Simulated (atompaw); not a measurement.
Reading a pseudo-wave (helium)

Columns: radius, all-electron u(r) and pseudo u(r) of the 1s shell (level -39.13 eV) of helium in the configuration 1s1; PBE, scalar-relativistic, PAW (atompaw) scheme, atompaw 4.2.0.5.

| r (bohr) | all-electron | pseudo |
| --- | --- | --- |
| 0.017 | 0.0911 | 0.0712 |
| 0.035 | 0.1809 | 0.1460 |
| 0.052 | 0.2597 | 0.2156 |
| 0.069 | 0.3329 | 0.2836 |
| 0.087 | 0.4047 | 0.3535 |
| 0.104 | 0.4673 | 0.4170 |
| 0.121 | 0.5253 | 0.4777 |
| 0.138 | 0.5789 | 0.5354 |
| 0.156 | 0.6310 | 0.5927 |
| 0.173 | 0.6761 | 0.6432 |
| 0.190 | 0.7174 | 0.6900 |
| 0.208 | 0.7574 | 0.7355 |
| 0.225 | 0.7917 | 0.7746 |
| 0.242 | 0.8229 | 0.8099 |
| 0.260 | 0.8526 | 0.8434 |
| 0.277 | 0.8779 | 0.8715 |
| 0.294 | 0.9005 | 0.8963 |
| 0.312 | 0.9218 | 0.9193 |
| 0.329 | 0.9395 | 0.9381 |
| 0.346 | 0.9551 | 0.9543 |
| 0.363 | 0.9685 | 0.9682 |
| 0.381 | 0.9807 | 0.9806 |
| 0.398 | 0.9904 | 0.9904 |
| 0.415 | 0.9984 | 0.9984 |
| 0.433 | 1.0051 | 1.0051 |
| 0.450 | 1.0100 | 1.0100 |

(1) How many radial nodes do the two functions have?

(2) Is the pseudo-wave norm-conserving?

Answers

(1) The all-electron 1s function has n − l − 1 = 0; the pseudo-wave has 0.

(2) No, it belongs to a PAW set: the norm inside the radius is not constrained, and the difference is carried by the augmentation charge.
